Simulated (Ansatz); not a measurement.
Species: CCrO (charge 0, septet). The spin state was set by rule; other spins were not relaxed. SMILES: [O+]#[C-]->[Cr]
Coordinates optimised at B3LYP-D3(BJ)/def2-TZVP (Ansatz, a first-principles code):
```
C
O 1 1.1416
Cr 1 2.2463 2 137.25
```
Charge 0, spin multiplicity 7.

Property: vertical ionisation energy (to the sextet state of charge +1; each state is the SCF solution reached for its spin), in eV. Correlated levels leave the core frozen unless marked. UHF or UKS for open shells. Spin-orbit coupling is left out. The frozen core is the preceding noble-gas configuration, with the filled d and f shells of earlier blocks. No relativistic terms. Basis-set limits of correlation are two-point, X^-3; Hartree-Fock from the larger set. [CCSD(T)-MP2]/basis is that difference in the basis named.

| level | program | vertical ionisation energy (eV) |
|---|---|---|
| SVWN5/def2-TZVPD | Ansatz | … |
| wB97M-V/def2-TZVPD | Ansatz | … |
| wB97X-V/def2-TZVPD | Ansatz | 5.96 |
| SCS-MP2/def2-TZVPPD | Ansatz | 5.40 |
| RI-MP2/CBS(def2-TZVPPD,def2-QZVPPD)+[CCSD(T)-MP2]/def2-TZVPPD | Ansatz | 5.89 |

### Question
Some entries are withheld; supply them.

### Answer

- SVWN5/def2-TZVPD, vertical ionisation energy (eV): 6.93
- wB97M-V/def2-TZVPD, vertical ionisation energy (eV): 6.03
